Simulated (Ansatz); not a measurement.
Species: 2,2,2-trifluoroethanol, C2H3F3O, net charge 0, singlet state. SMILES: FC(F)(CO)F
Geometry from a B3LYP-D3(BJ)/def2-TZVP (Ansatz, a quantum-chemistry and plane-wave program) optimisation:
```
C
H 1 1.0892
H 1 1.0952 2 108.77
O 1 1.4046 2 107.55 3 -122.70
H 4 0.9643 1 109.09 2 177.40
C 1 1.5199 2 107.94 3 116.06
F 6 1.3404 1 112.73 2 56.68
F 6 1.3472 7 107.86 1 122.29
F 6 1.3541 7 107.25 8 115.54
```
Charge 0, spin multiplicity 1.

Quantity: vertical triplet-singlet gap (E(triplet) - E(singlet); each state is the SCF solution reached for its spin), in kcal/mol. Correlated levels leave the core frozen unless marked. UHF or UKS for open shells. No spin-orbit coupling. Non-relativistic. Basis-set limits of correlation are two-point, X^-3; Hartree-Fock from the larger set.

```json
[
 {"level": "HF/aug-cc-pVDZ", "program": "Ansatz", "vertical triplet-singlet gap (kcal/mol)": "152.6"},
 {"level": "HF/aug-cc-pVTZ", "program": "Ansatz", "vertical triplet-singlet gap (kcal/mol)": "152.1"},
 {"level": "HF/aug-cc-pVQZ", "program": "Ansatz", "vertical triplet-singlet gap (kcal/mol)": "152.0"},
 {"level": "SVWN5/def2-TZVPD", "program": "Ansatz", "vertical triplet-singlet gap (kcal/mol)": "158.1"},
 {"level": "PBE/def2-TZVPD", "program": "Ansatz", "vertical triplet-singlet gap (kcal/mol)": "156.0"},
 {"level": "r2SCAN/def2-TZVPD", "program": "Ansatz", "vertical triplet-singlet gap (kcal/mol)": "160.3"},
 {"level": "B3LYP/def2-TZVPD", "program": "Ansatz", "vertical triplet-singlet gap (kcal/mol)": "164.2"},
 {"level": "PBE0/def2-TZVPD", "program": "Ansatz", "vertical triplet-singlet gap (kcal/mol)": "164.1"},
 {"level": "BHLYP/def2-TZVPD", "program": "Ansatz", "vertical triplet-singlet gap (kcal/mol)": "168.1"},
 {"level": "CAM-B3LYP/def2-TZVPD", "program": "Ansatz", "vertical triplet-singlet gap (kcal/mol)": "168.7"},
 {"level": "wB97M-V/def2-TZVPD", "program": "Ansatz", "vertical triplet-singlet gap (kcal/mol)": "170.9"},
 {"level": "wB97X-V/def2-TZVPD", "program": "Ansatz", "vertical triplet-singlet gap (kcal/mol)": "172.9"},
 {"level": "B2PLYP/def2-TZVPD", "program": "Ansatz", "vertical triplet-singlet gap (kcal/mol)": "170.1"},
 {"level": "MP2/aug-cc-pVDZ", "program": "Ansatz", "vertical triplet-singlet gap (kcal/mol)": "177.9"},
 {"level": "RI-MP2/aug-cc-pVTZ", "program": "Ansatz", "vertical triplet-singlet gap (kcal/mol)": "180.7"},
 {"level": "RI-MP2/aug-cc-pVQZ", "program": "Ansatz", "vertical triplet-singlet gap (kcal/mol)": "182.1"},
 {"level": "RI-MP2/CBS(aug-cc-pVTZ,aug-cc-pVQZ)", "program": "Ansatz", "vertical triplet-singlet gap (kcal/mol)": "183.1"},
 {"level": "SCS-MP2/aug-cc-pVDZ", "program": "Ansatz", "vertical triplet-singlet gap (kcal/mol)": "178.0"},
 {"level": "CCSD/aug-cc-pVDZ", "program": "Ansatz", "vertical triplet-singlet gap (kcal/mol)": "169.4"},
 {"level": "CCSD(T)/aug-cc-pVDZ", "program": "Ansatz", "vertical triplet-singlet gap (kcal/mol)": "168.9"}
]
```
